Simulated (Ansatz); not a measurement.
Cl$_{2}$Sc, charge +1, singlet, at a GFN2-xTB geometry (such geometries of metal compounds can be far from the true shape) (the multiplicity is a formal guess); Ansatz (a program for electronic structure) with WB97X-V/6-31G*.

The Ansatz input:
Ansatz 0.2 input:
```yaml
crystal:
  periodic: [false, false, false]
  atoms:
    - {symbol: Sc, position_ang: [0.40621830, -0.00029416, 0.42871085]}
    - {symbol: Cl, position_ang: [1.19503248, 0.37581167, -1.63460469]}
    - {symbol: Cl, position_ang: [-1.69683156, -0.37544829, 1.10502071]}
basis:
  gaussian:
    orbitals: 6-31G*
hamiltonian:
  xc: {name: wB97X-V}
total_charge: 1
```

Task: Predict the main parts of the log of this Ansatz run.

Result: 
```
Functional definition: wB97X-V
690 factors; integrals over basis functions are off by at most 9.1e-4 eV
153 factors; integrals over basis functions are off by at most 1.7e-4 eV
mean field evaluation 1: about -45724.6401 eV, gradient 4.3e1 eV
mean field evaluation 2: about -45672.5281 eV, gradient 1.8e2 eV
mean field evaluation 4: about -45732.1172 eV, gradient 3.0e0 eV
mean field evaluation 8: about -45732.1592 eV, gradient 2.0e-1 eV
mean field evaluation 16: about -45732.1596 eV, gradient 1.2e-4 eV
mean field -45732.15960886 eV, -1680.6258672544 hartree, gradient 3.5e-5 eV, S^2 0.000000; 0 other end points of the search recorded, 0 dependent functions left out
reference -45732.15960489 eV, -1680.6258671085 hartree; 27, 27 occupied and 47, 47 virtual orbitals, 690 factors
Total energy: -45732.15960489 eV, -1680.6258671085 hartree
```
